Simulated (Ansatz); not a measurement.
Isolated molecules relaxed with PBE0-D4/def2-TZVP in Ansatz; ΔE leaves out vibrations. CBS: MP2 limit from def2 TZ/QZ plus the TZ coupled-cluster correction, frozen cores. Functionals use def2-TZVPP. Each species was taken in one conformer, which may not be the lowest.

Reaction (cleavage of the Si–Si bond): `O[SiH2][SiH2][SiH2]Cl` + `O[SiH](F)F` → `O[SiH2]O[SiH](F)F` + `[SiH3][SiH2]Cl`

| level | ΔE (kJ/mol) | difference from CCSD(T)/CBS |
| --- | --- | --- |
| r2SCAN-D4 | -123.6 | 7.5 |
| ωB97X-V | -128.7 | 2.4 |
| ωB97M-V | -133.1 | -2.0 |
| r2SCAN | -123.9 | 7.2 |
| MP2/def2-TZVPP | -136.5 | -5.4 |
| SCS-MP2/def2-TZVPP | -141.7 | -10.6 |
| CCSD/def2-TZVPP | -136.4 | -5.3 |
| CCSD(T)/def2-TZVPP | -131.7 | -0.6 |
| HF/def2-QZVPP | -164.1 | -33.0 |
| MP2/CBS(def2) | -135.8 | -4.7 |
| CCSD(T)/CBS | -131.1 | 0 |

Largest T1 diagnostic among the species: 0.012.

In def2-TZVPP, CCSD(T) changes the Hartree–Fock value by +29.3 kJ/mol (the triples alone add +4.6 kJ/mol) and MP2 by +24.5 kJ/mol. From PBE to PBE0 (25 % exact exchange), in def2-TZVPP and without D4, ΔE moves by −10.0 kJ/mol.
